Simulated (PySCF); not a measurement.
## Two-component Hartree-Fock for Xe¹⁷⁺ (xenon, charge +17)

Start: [Kr] 4d1; 4d3/2 filled at m_j = +3/2. Calculated with PySCF 2.14 in an uncontracted even-tempered set (18 s from 0.94 bohr⁻², ratio 2.8; 14 p from 1.2 bohr⁻², ratio 2.8; 9 d from 1.2 bohr⁻², ratio 2.8; 4 f from 4.3 bohr⁻², ratio 3): generalised Hartree-Fock with the X2C-1e Hamiltonian and a Gaussian nucleus; spin-orbit coupling (SO) screened by Boettger's factors.

```csv
spinor shell,electrons,"ε, screened SO (eV)",weight of nominal j (screened SO),"rms radius, screened SO (bohr)"
1s1/2,2,-35157.6,1.000,0.0305
2s1/2,2,-5937.9,1.000,0.124
2p1/2,2,-5593.7,1.000,0.107
2p3/2,4,-5265.2,1.000,0.112
3s1/2,2,-1583.5,1.000,0.325
3p1/2,2,-1439.9,1.000,0.317
3p3/2,4,-1374.6,1.000,0.328
3d3/2,4,-1125.1,1.000,0.299
3d5/2,6,-1110.5,1.000,0.303
4s1/2,2,-594.59,1.000,0.711
4p1/2,2,-536.72,0.997,0.728
4p3/2,4,-518.35,0.998,0.748
4d3/2,1,-434.54,1.000,0.779
```

```json
{"quantity": "E (hartree)", "screened SO": "-7333.78418"}
{"quantity": "M_J", "screened SO": "3/2"}
{"quantity": "⟨J²⟩", "screened SO": "3.753"}
{"quantity": "⟨L²⟩", "screened SO": "6.025"}
{"quantity": "⟨S²⟩", "screened SO": "0.772"}
```

Each row is a mean over spinors that exchange with the open shell spreads, by up to 8.113 eV (4p1/2).

Breit and QED terms are absent; they matter most for the inner s and p1/2 levels.

Densities and radii are taken from the X2C orbitals without a picture-change correction, which distorts them close to the nucleus.
